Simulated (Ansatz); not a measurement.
`CB1C=CC=C1C1=CC=CB1C`. Total charge 0; triplet. Geometry r2SCAN-D4/def2-SVP, that of the neutral singlet.

```xyz
24

C    -2.2968    0.6359   -2.0148
B    -1.3890   -0.5434   -1.5534
C    -1.6238   -2.0619   -1.8900
C    -0.8047   -2.7653   -1.0588
C     0.0339   -1.8995   -0.2084
C    -0.1919   -0.5621   -0.4492
C     0.5072    0.5173    0.1737
C     0.5112    1.8219   -0.2685
C     1.3824    2.6832    0.5532
C     1.9868    2.0106    1.5724
B     1.4430    0.5360    1.5067
C     1.5988   -0.5364    2.6261
H    -2.7035    0.4972   -3.0299
H    -1.8926    1.6515   -1.9061
H    -3.1773    0.5849   -1.3388
H    -2.3284   -2.5391   -2.5765
H    -0.7467   -3.8594   -0.9939
H     0.7732   -2.3083    0.4864
H    -0.0163    2.2003   -1.1489
H     1.5000    3.7523    0.3343
H     2.6515    2.4935    2.2937
H     1.3834   -1.5788    2.3544
H     0.8348   -0.2556    3.3827
H     2.5647   -0.4748    3.1536
```

At PBE0-D4/def2-TZVP a singlet of charge 0 lies 0.64 eV below the triplet at the same geometry.

(1) Estimate the α-spin orbital energies around the gap (eV) in Ansatz with PBE-D4/def2-TZVP, PBE0-D4/def2-TZVP.

## Answers

(1) 
```
orbital  PBE-D4/def2-TZVP  PBE0-D4/def2-TZVP
 HOMO−5             -7.46              -8.91
 HOMO−4             -7.43              -8.88
 HOMO−3             -6.78              -8.00
 HOMO−2             -6.29              -7.50
 HOMO−1             -5.34              -6.46
   HOMO             -4.09              -4.78
   LUMO             -3.28              -2.56
 LUMO+1             -0.38               0.56
 LUMO+2              0.18               1.09
 LUMO+3              0.38               1.13
 LUMO+4              0.56               1.35
 LUMO+5              0.67               1.72
 β HOMO             -6.01              -6.86
 β LUMO             -4.38              -3.51
```
